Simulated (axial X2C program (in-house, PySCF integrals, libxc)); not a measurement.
WH: bond constants with and without spin–orbit coupling

All values were computed with an in-house relativistic program for diatomic molecules. Spin-free means the one-electron spin-free X2C Hamiltonian; two-component (2c) means X2C with spin–orbit coupling and atomic mean-field two-electron Coulomb and Gaunt terms, so the difference of the two also holds small scalar two-electron terms. Basis: W dyall-cv3z [13s14p9d7f4g], H dyall-v3z [6s2p1d] (cores contracted in-house); Gaussian nuclei, density fitting, unrestricted open shells. Masses: W 183.951 u, H 1.008 u.

The run was started with this input:
```json
{"zs": [74, 1], "q": 0, "bas": ["dyall-cv3z", "dyall-v3z"], "levels": ["PBE0", "HF", "BHandHLYP"], "cc": true, "r0": 1.69, "thr": -1.0, "nmax": 90, "npts": 10, "nst": 2, "ntry": 6}
```
```bash
python so2c.py task.json out
```

Keys: zs atomic numbers; q charge; bas basis sets; levels methods; cc coupled cluster on or off; r0 starting distance in Å; thr threshold in hartree for freezing inner shells (an s shell follows its p shell); nmax most natural virtual spinors; npts points on the curve; nst determinants followed; ntry starts of the search. HF also brings MP2.

State, spin-free: M_S = 5/2, Λ = 0 (beyond evenly filled blocks: σα, π+α, π-α, δ+α, δ-α); electrons by block: σα: 14, σβ: 13, π+α: 8, π+β: 7, π-α: 8, π-β: 7, δ+α: 4, δ+β: 3, δ-α: 4, δ-β: 3, φ+α: 1, φ+β: 1, φ-α: 1, φ-β: 1. Fragments: W + H.

State, 2c: Ω = 5/2 (⟨Sz⟩ = 2.47, ⟨Lz⟩ = 0.03 at PBE0); electrons by block: 1/2: 21, -1/2: 21, 3/2: 11, -3/2: 11, 5/2: 5, -5/2: 4, 7/2: 1, -7/2: 1. Fragments: W + H.

| Hamiltonian | level | Re (Å) | ωe (cm⁻¹) | ωexe (cm⁻¹) | Be (cm⁻¹) | k (mdyn/Å) | μ (D) |
| --- | --- | --- | --- | --- | --- | --- | --- |
| spin-free | PBE0 | 1.704 | 1939.5 | 28.6 | 5.792 | 2.22 | -1.96 |
| spin-free | HF | 1.750 | 1848.4 | 25.2 | 5.492 | 2.02 | -2.41 |
| spin-free | MP2 | 1.709 | 1954.2 | 26.2 | 5.761 | 2.26 | n/a |
| spin-free | CCSD | 1.722 | 1903.5 | 28.5 | 5.671 | 2.14 | n/a |
| spin-free | CCSD(T) | 1.721 | 1903.7 | 29 | 5.679 | 2.14 | n/a |
| spin-free | BHandHLYP | 1.711 | 1938.5 | 26.9 | 5.745 | 2.22 | -2.13 |
| 2c | PBE0 | 1.703 | 1937.3 | 28.6 | 5.796 | 2.22 | -1.96 |
| 2c | HF | 1.749 | 1849.3 | 25.1 | 5.499 | 2.02 | -2.38 |
| 2c | MP2 | 1.708 | 1952.1 | 26.2 | 5.763 | 2.25 | n/a |
| 2c | CCSD | 1.721 | 1898.9 | 26.8 | 5.677 | 2.13 | n/a |
| 2c | CCSD(T) | 1.720 | 1898.8 | 27.5 | 5.684 | 2.13 | n/a |
| 2c | BHandHLYP | 1.710 | 1936.4 | 26.9 | 5.75 | 2.21 | -2.12 |

Correlated methods: 7 electrons correlated (number of frozen shells: W 5 s, 4 p, 2 d, 1 f; H none), 247 virtual spin orbitals or spinors in MP2, 80 natural virtuals in coupled cluster.

Dipoles are positive if H is the positive end.

The state is one determinant whose occupation by symmetry is held fixed; it was picked as the lowest of a PBE0 search that is not exhaustive. De is not given where an atomic determinant may have missed its ground term or J level, or where the truncated virtual space spoils (T). Density functionals use the spin component along the axis (collinear). Coupled cluster ran in a truncated set of natural virtual spinors; the MP2 energy of the rest was added. (T) has no such correction and the atoms are truncated less, which lowers De at CCSD(T) by a hundredth of an eV or more. The functionals have no current-density term, which raises determinants with orbital currents, atoms included. With several unpaired electrons one determinant need not be a pure state. This is the top spin component of a Σ state; components of lower Ω are not single determinants and can lie lower. With the outer-core shells frozen, correlated bond lengths of heavy atoms tend to come out a few hundredths of an ångström too long.

Rough cost a point (2c) on 1 thread(s) of a shared host, integrals apart: PBE0 1.8 s, HF 1.6 s, CCSD(T) 4 s, BHandHLYP 2 s.

The whole task took 3.7 min on 1 thread of Arm Neoverse V1, on a shared host.
